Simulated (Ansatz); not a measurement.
Reaction (ligand exchange at the Sn–C bond): `[CH3][Sn][CH3]` + H–F → `[CH3][Sn][F]` + CH₄

Program: Ansatz. Geometries: PBE0-D4/def2-TZVP. ΔE: electronic, gas phase. CCSD(T)/CBS adds triple-zeta CCSD(T) − MP2 to the extrapolated MP2 energy (def2 sets, frozen cores). This one scheme is used for every species. DFT in def2-TZVPP. def2 core potentials past Kr. For Sn outer-core shells are correlated without core-valence functions, which leaves a few kJ/mol of doubt a bond.

`[CH3][Sn][CH3]`:

```xyz
9

C    -0.288   -1.556   -0.109
Sn    0.915   -0.274    1.197
C     0.313    1.549    0.142
H    -1.336   -1.244   -0.057
H    -0.219   -2.613    0.151
H     0.036   -1.422   -1.146
H    -0.778    1.639    0.168
H     0.754    2.451    0.565
H     0.604    1.470   -0.911
```

H–F:

```xyz
2

F     0.094    0.266   -0.363
H    -0.094   -0.266    0.363
```

`[CH3][Sn][F]`:

```xyz
6

C    -0.463    0.055    0.450
Sn    0.271    0.580   -1.529
F     1.899   -0.476   -1.314
H     0.284    0.347    1.194
H    -0.572   -1.032    0.509
H    -1.418    0.526    0.691
```

CH₄:

Cartesian coordinates in Å:
```
C 0.000 0.000 0.000
H 0.233 0.978 -0.421
H -0.999 -0.302 -0.314
H 0.038 0.055 1.088
H 0.728 -0.730 -0.352
```

CCSD(T)/CBS gives -135.6 kJ/mol.

Q: Another level gave -129.2 kJ/mol. Which?
A. CCSD(T)/def2-TZVPP
B. revPBE-D4/def2-TZVPP
C. LDA (SPW92)/def2-TZVPP
D. revPBE/def2-TZVPP

A: A. CCSD(T)/def2-TZVPP -129.2, revPBE-D4 -141.2, revPBE -150.6, LDA (SPW92) -137.2 kJ/mol.

Largest T1 diagnostic among the species: 0.015.

The D4 term adds +7.2 kJ/mol with B3LYP and +3.8 kJ/mol with PBE0; it sums over pairs of atoms, weighted by their polarisabilities, and B3LYP, whose exchange is more repulsive, gets the larger term. From r2SCAN to r2SCAN0 (25 % exact exchange), in def2-TZVPP and without D4, ΔE moves by +8.7 kJ/mol.

B3LYP here is the variant with VWN-RPA as its local correlation; programs differ in this.
